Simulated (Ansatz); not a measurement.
The cluster Tl4H5. The state is a doublet with charge 0. Geometry PBE-D4/def2-SVP; atoms count from 1.

Cartesian coordinates in Å:
```
Tl -2.413 -0.447 -1.403
Tl 0.284 2.180 1.792
Tl 1.432 0.409 -1.545
Tl 0.204 -1.729 1.254
H -0.554 0.299 -2.130
H 0.046 0.103 2.212
H 1.083 1.918 -0.167
H -1.598 -1.514 0.252
H 1.516 -1.218 -0.265
```

In the def2 sets Tl takes a core potential; there is no spin–orbit coupling. Another isomer (doublet) lies 0.23 eV lower at PBE0-D4/def2-TZVP; other spin states weren't run for this one.

Question: Estimate the Mulliken populations from the PBE0/def2-TZVP orbitals of Ansatz.

Answer: 
```csv
atom,charge (e),spin (α − β)
Tl1,0.25,0.12
Tl2,0.25,0.12
Tl3,0.11,0.31
Tl4,0.11,0.31
H5,-0.16,0.01
H6,-0.16,0.01
H7,-0.16,0.01
H8,-0.16,0.01
H9,-0.07,0.10
```
Mulliken values and Mayer orders depend strongly on the basis.

Question: Where does the spin sit?

Answer: Summed by element: Tl 0.87, H 0.13, of 1 unpaired in all. Largest on single atoms: Tl4 0.31, Tl3 0.31, Tl1 0.12.
